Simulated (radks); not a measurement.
Question: Coherent X-ray form factor from a spherical all-electron density. Calculated with a radial shooting solver on a logarithmic mesh with Libxc functionals: Dirac Kohn-Sham, revPBE, spin-unpolarised, spherical densities, point nucleus.

sin(theta)/lambda (1/angstrom)  f0 (electrons)
0.05                                    44.352
0.1                                     42.567
0.15                                    40.033
0.2                                     37.165
0.25                                    34.283
0.3                                     31.584
0.4                                     27.047
0.5                                     23.678
0.6                                     21.204
0.8                                     17.698
1                                       14.882
1.25                                    11.765
1.5                                      9.290
2                                        6.461

The species is in the configuration that NIST lists as its ground one. Which atom or ion scatters so?

Answer: The palladium ion Pd+, [Kr] 4d9. Extrapolating in s^2 from the first two rows gives f0(0) = 44.9, near the electron count 45; among species with that count, the fall with angle is slower the higher Z, and the table is that of Z = 46; from so few rows the species is fixed only to a neighbour or two.
